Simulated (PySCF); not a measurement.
## How methods differ on the excitation energy of Si

Si [Ne] 3s2 3p2 (3P) → Si [Ne] 3s1 3p3, s spin flipped, as a difference of total energies. Computed with PySCF 2.14 in aug-cc-pCVTZ-DK with one added diffuse shell each of s, p, d, f type (9s8p6d4f, 91 functions), with scalar relativity by spin-free X2C-1e. Correlated levels: valence: [Ne] frozen. The calculations carry no spin-orbit coupling.

| method | excitation energy (eV) |
| --- | --- |
| UHF | 9.164 |
| MP2 (valence) | 7.897 |
| SCS-MP2 (valence) | 7.841 |

Question: How much does correlation contribute at MP2 (valence)?

Answer: 7.897 − (9.164) = -1.267 eV, measured against UHF.

The upper determinant mixes two multiplicities, so it lies between the two terms.

The coupled-cluster amplitudes are large for the upper state (T1 above 0.03 or a double amplitude above 0.15), so a single reference is strained.
